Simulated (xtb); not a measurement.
Cl₂Pb, singlet, geometry from GFN2-xTB of the parent state (such geometries of metal compounds can be far from the true shape); GFN0-xTB in xtb.

Input for xtb:
```
$ xtb mol.xyz --gfn 0 --chrg 0 --uhf 0 --json

# file mol.xyz
3

Pb     0.01015581    -0.01565948     0.63472292
Cl     0.88949124     1.05107845    -1.52042667
Cl    -0.93847809    -0.97554448    -1.54117802
```

Output, abridged:

```
   ID    Z sym.   atoms
    1   82 Pb     1
    2   17 Cl     2, 3

           -------------------------------------------------
          |                Calculation Setup                |
           -------------------------------------------------

           -------------------------------------------------
          |                 G F N 0 - x T B                 |
           -------------------------------------------------

          ...................................................
          :                      SETUP                      :
          :.................................................:
          :  # basis functions                  24          :
          :  # atomic orbitals                  22          :
          :  # shells                            8          :
          :  # electrons                        18          :
          :  electronic temp.          300.0000000     K    :
          :  accuracy                    1.0000000          :
          :  -> integral cutoff          0.2500000E+02      :
          :  -> integral neglect         0.1000000E-07      :
          ...................................................

         :::::::::::::::::::::::::::::::::::::::::::::::::::::
         ::                     SUMMARY                     ::
         :::::::::::::::::::::::::::::::::::::::::::::::::::::
         :: total energy             -11.029270709202 Eh    ::
         :: gradient norm              0.051441791785 Eh/a0 ::
         :: HOMO-LUMO gap              3.242284054559 eV    ::
         ::.................................................::
         :: H0 energy                -11.007114492901 Eh    ::
         :: repulsion energy           0.001283156634 Eh    ::
         :: electrostat energy        -0.022741155903 Eh    ::
         :: -> Gsolv                   0.000000000000 Eh    ::
         ::    -> Gsasa                0.000000000000 Eh    ::
         ::    -> Gshift               0.000000000000 Eh    ::
         :: dispersion energy         -0.000698217032 Eh    ::
         :: short-range corr.          0.000000000000 Eh    ::
         :: add. restraining           0.000000000000 Eh    ::
         :: total charge               0.000000000000 e     ::
         :::::::::::::::::::::::::::::::::::::::::::::::::::::

           -------------------------------------------------
          |                Property Printout                |
           -------------------------------------------------

    * Orbital Energies and Occupations

         #    Occupation            Energy/Eh            Energy/eV
      -------------------------------------------------------------
         1        2.0000           -0.9721758             -26.4542
         2        2.0000           -0.9717368             -26.4423
         3        2.0000           -0.7943247             -21.6147
         4        2.0000           -0.4958113             -13.4917
         5        2.0000           -0.4755711             -12.9409
         6        2.0000           -0.4686338             -12.7522
         7        2.0000           -0.4642785             -12.6337
         8        2.0000           -0.4459553             -12.1351
         9        2.0000           -0.4150700             -11.2946 (HOMO)
        10                         -0.2959182              -8.0523 (LUMO)
        11                         -0.2087418              -5.6802
        12                         -0.1295287              -3.5247
        13                         -0.0693733              -1.8877
        14                         -0.0673922              -1.8338
        15                         -0.0641876              -1.7466
        16                         -0.0627334              -1.7071
        17                         -0.0583412              -1.5875
        18                         -0.0575281              -1.5654
        19                         -0.0517878              -1.4092
        20                         -0.0507762              -1.3817
       ...                                ...                  ...
        22                          0.0573552               1.5607
      -------------------------------------------------------------
                  HL-Gap            0.1191517 Eh            3.2423 eV
             Fermi-level            0.0000000 Eh            0.0000 eV

     #   Z          covCN         q      C6AA      α(0)
     1  82 Pb       1.652     0.352   502.485    46.056
     2  17 Cl       1.179    -0.176   102.681    15.490
     3  17 Cl       1.179    -0.176   102.681    15.490

 Mol. C6AA /au·bohr⁶  :       1797.612545
 Mol. C8AA /au·bohr⁸  :     168567.708161
 Mol. α(0) /au        :         77.036988

Wiberg/Mayer (AO) data.
largest (>0.10) Wiberg bond orders for each atom

 ---------------------------------------------------------------------------
     #   Z sym  total        # sym  WBO       # sym  WBO       # sym  WBO
 ---------------------------------------------------------------------------
     1  82 Pb   1.673 --     2 Cl   0.836     3 Cl   0.836
     2  17 Cl   0.918 --     1 Pb   0.836
     3  17 Cl   0.918 --     1 Pb   0.836
 ---------------------------------------------------------------------------

Topologies differ in total number of bonds
Writing topology from bond orders to xtbtopo.mol

 dipole moment from electron density (au)
     X       Y       Z
   0.0697  -0.1075   4.3576  total (Debye):   11.081

           -------------------------------------------------
          | TOTAL ENERGY              -11.029270709202 Eh   |
          | GRADIENT NORM               0.051441791785 Eh/α |
          | HOMO-LUMO GAP               3.242284054559 eV   |
           -------------------------------------------------

normal termination of xtb
```
